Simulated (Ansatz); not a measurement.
Reactions of C$_{2}$H$_{5}$IO, SMILES `COCI`.

Program: Ansatz. Geometries: PBE0-D4/def2-TZVP. ΔE: electronic, gas phase. CCSD(T)/CBS adds triple-zeta CCSD(T) − MP2 to the extrapolated MP2 energy (def2 sets, frozen cores). This one scheme is used for every species, atoms too. No spin–orbit coupling; open shells (•) take unrestricted orbitals. Spin–orbit coupling would lower the free atoms: a little for C, O; strongly for I. def2 core potentials past Kr. Bonds to I are less sure, by a few kJ/mol each and by 10 to 20 or more in all where they break to atoms, as the def2 sets lack core-valence functions. One conformer a species, not always the lowest.

**Question.** Order these by ΔE at CCSD(T)/CBS, lowest first. (An estimate is asked.)
A. `COCI` + HCl → `ClCI` + CH₃OH
B. `COCI` + CH₃OH → `COCOC` + HI
C. `COCI` + HI → `ICI` + CH₃OH
D. `COCI` → `[CH2]I`• + `C[O]`•
E. `COCI` → `[CH2]OC`• + I•
F. `COCI` → 2 C• + 5 H• + I• + O•

**Answer.** C (-8.4 kJ/mol), B (+7.8 kJ/mol), A (+15.8 kJ/mol), E (+273.3 kJ/mol), D (+391.4 kJ/mol), F (+3179.3 kJ/mol).

Largest T1 diagnostic: 0.019, for `C[O]`•.
